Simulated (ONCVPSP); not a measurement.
**Potentials for Cl compared**

Generated with ld1.x 7.5 (TM, RRKJ, ultrasoft, PAW), atompaw 4.2 or ONCVPSP 4.0.1. The cutoff is in Ry: for ld1.x and atompaw files where the sum of valence levels is converged to 10 mRy in a Bessel basis, for ONCV files where the hardest occupied wave has 1 mHa per electron of residual kinetic energy. The error is the largest all-electron minus pseudo excitation energy over each file’s own four to seven test configurations (ionisations up to +4, promotions, holes and added fractions of an electron), all of which were solved. The labels leave out finer settings (local radius, basis sizes, second energies), which also bear on the numbers. Spin-polarised tests are not counted. The rows are a selection from randomly drawn settings: files with unsolved tests, undetermined cutoffs or missed reference levels are left out.

A true bound ghost makes a file unfit for plane-wave use even where its test errors are small: the radial tests pick states by their node count and pass the ghost by.

| potential | cutoff (Ry) | largest error (meV) | bound ghosts |
| --- | --- | --- | --- |
| ONCV, PBEsol, scalar-relativistic, rc 0.60/0.70 (sp), local smoothed, core correction yes, reference 2s2 2p6 3s2 3p5, qcut 22.4/19, projectors 2/2 | 329 | +11 | none |
| ONCV, PBE, scalar-relativistic, rc 1.20/1.62/1.36 (spd), local smoothed, core correction yes, reference 3s2 3p5, qcut 6/5/8.6, projectors 1/2/2 | 32 | +51 | none |
| ONCV, PW91, scalar-relativistic, rc 0.75/0.75 (sp), local smoothed, core correction yes, reference 2s2 2p6 3s2 3p5, qcut 19.9/18.4, projectors 3/3 | 282 | +11 | none |
| ONCV, PBEsol, scalar-relativistic, rc 1.10/1.05 (sp), local smoothed, core correction yes, reference 3s2 3p4, qcut 4.6/9.1, projectors 2/2 | 57 | -20 | p |
| ONCV, PW91, scalar-relativistic, rc 1.15/1.10 (sp), local smoothed, core correction yes, reference 3s2 3p3, qcut 4.9/8.2, projectors 1/2 | 64 | +80 | none |
| ONCV, LDA (Perdew-Wang 92), scalar-relativistic, rc 1.30/1.25/1.15 (spd), local smoothed, core correction yes, reference 3s2 3p4, qcut 3.9/6/8.1, projectors 3/2/3 | 118 | +37 | none |

(1) Fill in the row for Cl: ONCV, BLYP, scalar-relativistic, rc 0.95/1.50/1.15 (spd), local smoothed, core correction yes, reference 3s2 3p3.5, qcut 7.2/4.8/8.6, projectors 3/1/1.

Answers

(1) cutoff 191 Ry, largest error +16 meV, bound ghosts: s.
